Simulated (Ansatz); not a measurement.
Geometry optimisation, RHF/def2-SVP in Ansatz 0.2.0.

input.yaml

```yaml
crystal:
  periodic: [false, false, false]
  atoms:
    - { symbol: B, position_ang: [0.0, 0.0, 0.0] }
    - { symbol: F, position_ang: [0.0, 0.0, 1.67] }
    - { symbol: Cl, position_ang: [1.6108, 0.0, -0.93] }
    - { symbol: F, position_ang: [-1.1431, 0.0, -0.66] }
    - { symbol: O, position_ang: [0.3597, -1.5824, 0.5392] }
    - { symbol: H, position_ang: [-0.2732, -2.2387, 0.1046] }
    - { symbol: H, position_ang: [0.2277, -1.002, 1.5024] }
basis:
  gaussian: { orbitals: def2-SVP }
hamiltonian:
  xc: hf
relax:
  f_tol: 0.15
  max_steps: 25
  restrain:
    - { distance: [0, 4], at: 2.61, k: 30.0 }
    - { distance: [6, 1], at: 2.12, k: 30.0 }
    - { distance: [0, 1], at: 1.32, k: 30.0 }
    - { distance: [6, 4], at: 1.01, k: 30.0 }
```

Command:

```bash
$ ansatz run input.yaml --threads 1 --pin off --max-ram 2048MiB --backend cpu --events-out ev --progress --plain --runs-dir out
```

Task: Where does it end, and by what steps?

Result: It converged. The restraints hold the end off the free minimum. After 10 steps the energy has fallen by 3.743 eV (the restraints' own energy left out); Cl3 moved furthest, 0.73 Å. Parted: B1–O5 (1.71 → 2.60 Å).

```tsv
step	energy less start (eV)	largest force component (eV/Å)	accepted
0	0.0000	6.129	yes
1	-1.1038	3.747	yes
2	-2.3128	4.019	yes
3	-3.0737	1.953	yes
4	-3.4659	1.299	yes
5	-3.4037	2.871	no
6	-3.5648	1.222	yes
7	-3.6362	1.166	yes
8	-3.7097	1.070	yes
9	-3.7431	0.978	yes
10	-3.7426	1.119	yes
```

```xyz
7
Properties=species:S:1:pos:R:3
B 0.102 0.360 -0.076
F 0.069 0.453 1.234
Cl 1.570 0.726 -0.949
F -1.009 0.113 -0.707
O 0.295 -2.135 0.644
H -0.472 -2.685 0.597
H 0.226 -1.655 1.484
```

Time of the run: 19 s on 1 thread of Arm Neoverse V2, on a shared host, peak memory 0.15 GiB.
